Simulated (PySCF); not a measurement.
# Ionisation energy of Ga by level of theory

Ga [Ar] 3d10 4s2 4p1 (2P) → Ga⁺ [Ar] 3d10 4s2 (1S), as a difference of total energies. Computed with PySCF 2.14 in cc-pVTZ-PP with ECP10MDF, with a scalar-relativistic core potential. Correlated levels: valence: 3s2 3p6 3d10 frozen. The calculations carry no spin-orbit coupling.

```
           method  ionisation energy (eV)  error (eV)
              UHF                   5.532      -0.399
           M06-2X                   5.803      -0.128
             MN15                   5.818      -0.113
    MP2 (valence)                   5.738      -0.193
SCS-MP2 (valence)                   5.720      -0.211
   CCSD (valence)                   5.797      -0.134
CCSD(T) (valence)                   5.821      -0.110
```

Reference: 5.931 eV (measured; NIST levels, between the centres of gravity of the two terms).

Errors of the correlated levels include the incompleteness of this basis and the frozen core.
